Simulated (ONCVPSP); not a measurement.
## manganese: one change to an ONCV potential, before and after

Mn (Z = 25), optimised norm-conserving Vanderbilt (ONCV), made with ONCVPSP 4.0.1 (LDA (Perdew-Zunger), scalar-relativistic). Core [Ne] 3s2, reference 3p6 3d5.5 4s1.5. Waves: 4s: rc 2.30 bohr, ncon 4, nbas 7, qcut 3.3 1/bohr, 3 projectors, debl 2.4 Ha; 3p: rc 1.05 bohr, ncon 5, nbas 9, qcut 16.6 1/bohr, 2 projectors, debl 2.6 Ha; 3d: rc 1.20 bohr, ncon 3, nbas 8, qcut 14.4 1/bohr, 2 projectors, debl 1.3 Ha; f scattering state at 0.16 Ha: rc 2.35 bohr, ncon 4, nbas 9, qcut 4.7 1/bohr, 3 projectors, debl 3.5 Ha. Local part: polynomial inside 1.05 bohr (lpopt 5, dvloc0 2 Ha). Core correction: polynomial model core, fcfact 0.2.

Change: local potential polynomial inside 0.80 bohr (lpopt 4, dvloc0 -1 Ha).

Cutoffs: the cutoffs (Ha) at which the residual kinetic energy of the hardest occupied pseudo-wave falls to 1 and 0.1 mHa per electron; they do not see the model core or the augmentation charge, which bear on the density cutoff. Errors are all-electron minus pseudo energies relative to the spin-unpolarised reference configuration.

Q: Predict the effect on cutoff, ghosts and configuration errors.

A: The potential gets neither clearly harder nor softer (77 Ha and 95 Ha → 77 Ha and 95 Ha); the lowest positive-energy flag moves from s at 62.7 eV to s at 14.6 eV; the errors of the 4 common tests hardly move; the range in which the s phases agree narrows (upper end at the end of the scan → 0.5); neither file shows a bound ghost.

| quantity | base | changed |
| --- | --- | --- |
| cutoff, loose | 77 Ha | 77 Ha |
| cutoff, tight | 95 Ha | 95 Ha |
| bound ghosts | none | none |
| GHOST(+) flags under 300 eV | s at 62.7 eV | s at 14.6 eV |
| error for 3p6 3d5 4s2, meV [ΔE 0.51 eV] | -17 | -17 |
| error for 3p6 3d5 4s1, meV [ΔE 9.16 eV] | +1.2 | +1.3 |
| error for 3p6 3d5 4s0, meV [ΔE 25.04 eV] | +4.5 | +4.5 |
| error for 3p6 3d4 4s2 4p1, meV [ΔE 8.42 eV] | -124 | -124 |
| s: phases at 2.33 bohr within 0.05 rad from the reference energy up to (Ha; the scan ends near 5) | to the end of the scan | 0.5 |
| p: phases at 1.06 bohr within 0.05 rad from the reference energy up to (Ha; the scan ends near 5) | to the end of the scan | to the end of the scan |
| d: phases at 1.22 bohr within 0.05 rad from the reference energy up to (Ha; the scan ends near 5) | to the end of the scan | to the end of the scan |
| f: phases at 2.38 bohr within 0.05 rad from the reference energy up to (Ha; the scan ends near 5) | to the end of the scan | to the end of the scan |
| rms error of d²Exc/dni dnj with the model core, mHa | 1.64 | 1.64 |
